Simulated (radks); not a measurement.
Q: Coherent X-ray form factor from a spherical all-electron density. All-electron calculation, Dirac Kohn-Sham, Slater X-alpha with alpha = 0.856, spin-unpolarised, spherical densities, finite nucleus; Fermi nuclear charge, rms radius of each element as measured or else 0.836 A^(1/3) + 0.57 fm. Program: a radial shooting solver on a logarithmic mesh with Libxc functionals.

| sin(theta)/lambda (1/angstrom) | f0 (electrons) |
|---|---|
| 0.05 | 59.295 |
| 0.1 | 57.323 |
| 0.15 | 54.444 |
| 0.2 | 51.097 |
| 0.25 | 47.663 |
| 0.3 | 44.395 |
| 0.4 | 38.735 |
| 0.5 | 34.179 |
| 0.6 | 30.397 |
| 0.8 | 24.447 |
| 1 | 20.318 |
| 1.25 | 17.051 |
| 1.5 | 14.823 |
| 2 | 11.116 |

The species is in the configuration that NIST lists as its ground one. Which atom or ion scatters so?

A: The samarium ion Sm2+, [Xe] 4f6. Extrapolating in s^2 from the first two rows gives f0(0) = 60.0, near the electron count 60; among species with that count, the fall with angle is slower the higher Z, and the table is that of Z = 62; from so few rows the species is fixed only to a neighbour or two.
